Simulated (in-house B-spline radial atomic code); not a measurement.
Orbital energies and mean radii along the 32-electron series, configuration [Ar] 3d10 4s2 4p2. The effective charge is n√(-2ε), a non-relativistic measure. Computed with an all-electron radial atomic-structure program (B-spline basis): non-relativistic Hartree-Fock, average of the configuration, point nuclei.

This level leaves out relativity, spin-orbit splitting included, which matters for heavy ions.

```csv
ion,Z,energy of 4s (Eh),mean radius of 4s (bohr),energy of 1s (Eh),mean radius of 1s (bohr),energy of 2s (Eh),mean radius of 2s (bohr),energy of 3s (Eh),mean radius of 3s (bohr),effective charge of 4s
Re43+,75,-80.762,0.41645,-2506.19,0.020193,-481.24,0.085056,-166.95,0.21126,50.837
Os44+,76,-84.023,0.40924,-2577.07,0.019925,-496.76,0.083874,-173.14,0.20801,51.853
Ir45+,77,-87.346,0.40228,-2648.96,0.019664,-512.54,0.082724,-179.45,0.20485,52.868
Pt46+,78,-90.732,0.39555,-2721.85,0.01941,-528.56,0.081605,-185.86,0.20179,53.883
Au47+,79,?,?,?,?,?,?,?,?,?
Hg48+,80,-97.692,0.38275,-2870.62,0.018921,-561.37,0.079455,-199.03,0.19593,55.912
Tl49+,81,?,?,?,?,?,?,?,?,?
Pb50+,82,-104.9,0.37077,-3023.4,0.018456,-595.18,0.077415,-212.64,0.1904,57.939
```

Fill in the row of Au47+.

energy of 4s (Eh): -94.18; mean radius of 4s (bohr): 0.38904; energy of 1s (Eh): -2795.74; mean radius of 1s (bohr): 0.019162; energy of 2s (Eh): -544.84; mean radius of 2s (bohr): 0.080516; energy of 3s (Eh): -192.39; mean radius of 3s (bohr): 0.19882; effective charge of 4s: 54.898.

Fill in the row of Tl49+.

energy of 4s (Eh): -101.27; mean radius of 4s (bohr): 0.37667; energy of 1s (Eh): -2946.51; mean radius of 1s (bohr): 0.018685; energy of 2s (Eh): -578.15; mean radius of 2s (bohr): 0.078422; energy of 3s (Eh): -205.78; mean radius of 3s (bohr): 0.19313; effective charge of 4s: 56.925.

How does the screening of 4s change?

Z less the effective charge goes from 24.16 at Z = 75 to 24.06 at Z = 82.
